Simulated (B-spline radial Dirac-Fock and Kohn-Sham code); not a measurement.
## Scattering functions of Cd

System: atomic cadmium, configuration [Kr] 4d10 5s2.

The run's input, task.json:

```json
{"items": [{
  "Z": 48,
  "q": 0,
  "cfg": [[1, 0, 2], [2, 0, 2], [2, 1, 6], [3, 0, 2], [3, 1, 6], [3, 2, 10], [4, 0, 2], [4, 1, 6], [4, 2, 10], [5, 0, 2]],
  "A": 114,
  "rrms": 4.6087,
  "do": ["scatter"],
  "s": [0.0, 0.05, 0.1, 0.15, 0.2, 0.25, 0.3, 0.35, 0.4, 0.45, 0.5, 0.6, 0.7, 0.8, 0.9, 1.0, 1.1, 1.2, 1.4, 1.6, 1.8, 2.0, 2.5, 3.0, 3.5, 4.0, 5.0, 6.0],
  "pz": [0, 0.1, 0.2, 0.3, 0.4, 0.5, 0.6, 0.8, 1.0, 1.2, 1.4, 1.6, 1.8, 2.0, 2.5, 3.0, 4.0, 5.0, 7.0, 10.0, 15.0, 20.0, 30.0, 40.0, 60.0, 100.0],
  "hv_scatter": [1000, 2000, 5000, 8047.8, 10000, 17479.3, 20000, 30000, 50000, 100000, 200000, 500000, 1000000]
}]}
```

Run with: `python xray_run.py task.json out`

Method: relativistic Hartree-Fock (Dirac-Fock) wave functions, averaged over the configuration. Computed with a radial B-spline solver. f₀ is the Fourier transform of the spherical electron density, S the Waller-Hartree incoherent function, and s = sin θ/λ.

```
s (Å⁻¹)      f₀       S  tabulated f₀  tabulated S
      0  48.000   0.000        48.000        0.000
   0.05  47.084   1.254        47.085        1.288
    0.1  44.797   3.690        44.796        3.700
   0.15  41.923   5.968        41.924        5.921
    0.2  38.930   8.038        38.930        7.980
   0.25  36.007   9.996        36.004        9.956
    0.3  33.251  11.832        33.250       11.812
   0.35  30.725  13.545        30.730       13.544
    0.4  28.468  15.159        28.473       15.185
   0.45  26.491  16.703        26.489       16.755
    0.5  24.783  18.188        24.773       18.263
    0.6  22.063  20.957        22.059       21.064
    0.7  20.027  23.383        20.051       23.501
    0.8  18.405  25.424        18.441       25.546
    0.9  17.000  27.124        17.019       27.252
      1  15.698  28.565        15.685       28.705
    1.1  14.451  29.826        14.413       29.981
    1.2  13.252  30.960        13.207       31.129
    1.4  11.059  32.960        11.046       33.149
    1.6   9.247  34.682         9.275       34.875
    1.8   7.866  36.167         7.902       36.348
      2   6.870  37.448         6.879       37.618
    2.5   5.461  39.941         5.369       40.085
      3   4.666  41.725         4.563       41.870
    3.5   3.977  43.048         3.946       43.198
      4   3.329  44.039         3.381       44.184
      5   2.304  45.327         2.390       45.437
      6   1.697  46.056         1.646       46.139
```

Tabulated f₀: the analytical fit of Waasmaier and Kirfel, Acta Cryst. A51, 416 (1995); tabulated S: Hubbell et al., J. Phys. Chem. Ref. Data 4, 471 (1975). These are calculations too.

f₀ starts at the number of electrons, 48, and has fallen to half at s ≈ 0.53 Å⁻¹. The sum of ⟨r²⟩ over the electrons is 52.35 bohr². It fixes the forward electron scattering factor, f_e(0) = (a₀/3)Σ⟨r²⟩ = 9.234 Å.
